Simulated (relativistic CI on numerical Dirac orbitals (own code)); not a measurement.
# Sc⁺ in a cubic cluster: L2,3 absorption with charge transfer

Computed with a charge-transfer multiplet model of a cubic metal-ligand cluster with up to one ligand hole, Slater and spin-orbit integrals from Dirac-Coulomb-Breit ions, Slater integrals scaled by 0.8. The ground state mixes d2 with configurations of k ligand holes L, whose averages lie at kΔ + k(k − 1)U_dd/2; a core hole lowers each added d electron by U_cd. 300 K, Lorentzian 0.4 eV and Gaussian 0.3 eV FWHM.

Atomic integrals in eV (Slater integrals scaled, ζ unscaled), ground: F2dd 4.710, F4dd 2.885, zeta_d 0.005; with the core hole: F2dd 5.665, F4dd 3.487, zeta_d 0.011, zeta_core 3.011, F2cd 2.887, G1cd 1.958, G3cd 1.107.

Cluster parameters (eV): Δ = 8.8, U_dd = 3.8, 10Dq = 0.75, 10Dq(ligand) = 0.9, V(eg) = 2.65, V(t2g) = -1.42, final-state hopping factor = 1.

| Case | n_d | d2 | d3L | S |
| --- | --- | --- | --- | --- |
| U_cd = 4 eV | 2.21 | 0.79 | 0.21 | 1.00 |
| U_cd = 4.6 eV | 2.21 | 0.79 | 0.21 | 1.00 |
| U_cd = 5.2 eV | 2.21 | 0.79 | 0.21 | 1.00 |

Weights, n_d and S are thermal averages at 300 K. Photon energies count from the first peak over 30 % of the highest in each spectrum, which can be another peak from case to case. The parameters are a model scan and need not match a compound or its usual spin state. Peaks in eV (height, largest 100):
- U_cd = 4 eV: -2.4 (11), 0.0 (100), 2.1 (30), 3.8 (63), 4.5 (64)
- U_cd = 4.6 eV: -2.4 (11), 0.0 (100), 2.1 (30), 3.8 (64), 4.4 (65)
- U_cd = 5.2 eV: -2.3 (11), 0.0 (100), 2.2 (30), 3.9 (64), 4.5 (65)

For the case U_cd = 4.6 eV, Δ = 8.8 eV is larger than U_dd = 3.8 eV, the Mott-Hubbard side of the Zaanen-Sawatzky-Allen scheme. With the core hole the configuration with one ligand hole lies at Δ + U_dd − U_cd = 8.6, 8.0, 7.4 eV from the one without, in the order of the table; where this is negative the screened configuration lies lower, though the effective hopping of about 5.9 eV (from the holes of the mixed ground state) mixes the two strongly wherever it is as large as the gap.

With at most 1 ligand hole the space is cut while the next configuration still counts, so covalency is underestimated, and a final configuration with one more ligand hole, which can lie low, is missing from the spectra.
